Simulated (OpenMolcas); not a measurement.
## neutral strontium: effect of the level shift or regulariser

- Program: OpenMolcas
- Basis: ANO-RCC-VTZP [7s6p3d1f]
- Scalar Hamiltonian: DKH2, point nucleus
- Active space: 2 electrons in 4 orbitals (5s 5p)
- State averaging: 2S+1 = 3 even, 3 roots; 2S+1 = 1 even, 6 roots; 2S+1 = 3 odd, 3 roots; 2S+1 = 1 odd, 3 roots
- Spin-orbit coupling: state interaction with AMFI integrals over the reference wave functions, term energies averaged over their components

Methods on the same reference wave functions:
A. CASSCF
B. SS-CASPT2, IPEA 0.25 Eh, imaginary shift 0.1 Eh (closed shells correlated: 4s 4p)
C. SS-CASPT2, IPEA 0.25 Eh, real shift 0.2 Eh (closed shells correlated: 4s 4p)

Energies in cm-1 above 5s2 1S0, the measured ground level; measured values from NIST Handbook of Basic Atomic Spectroscopic Data.

```tsv
Level	A	B	C	Measured
5s2 1S0	0.0	0.0	0.0	0.0
5s 5p 3P* 0	12343	13864	13845	14318
5s 5p 3P* 1	12484	14005	13986	14504
5s 5p 3P* 2	12770	14291	14272	14899
5s 5p 1P* 1	26535	25087	25262	21698
5p2 3P0	35291	37694	37664	35193
5p2 3P1	35422	37825	37795	35400
5p2 3P2	35677	38066	38041	35675
5p2 1D2	40197	39723	40240
```

Deviations, from unrounded energies. A percentage is the sum of absolute deviations over the sum of measured energies, with the sign that they share, or ± where signs differ.

```tsv
Against measurement	Levels	A	B	C
mean absolute deviation (cm-1)	7	1600	1800	1800
other configurations (%)	7	±6.5	±7.1	±7.2
```

A lies closest to measurement on these levels and C furthest from it. The largest miss of A in the table is 5s 5p 1P* 1, by +4800 cm-1. The ranking rests on the paired levels alone, and a cruder setting can come out closer through cancelling errors.

Between B and C the level of the table that moves most is 5p2 1D2, by 520 cm-1 (lowest in B, highest in C).

The lowest spin-free term lies below A's lowest term by 0.196 hartree in B, 0.196 hartree in C.

The ¹D term of p² mixes with s d, which this space lacks. Without dynamic correlation excited terms often stand tens of per cent too high (terms of higher spin than the ground term too low), and those without a measured partner can miss by more than the paired ones (holds for A). Measured partners are found by configuration, term and J. A level has none where our copy of the source lacks it or the pairing is in doubt (some pairs that miss far off the trend of their configuration count as doubtful), and it then counts in no deviation. Only configurations of the active space appear.

* marks odd parity.
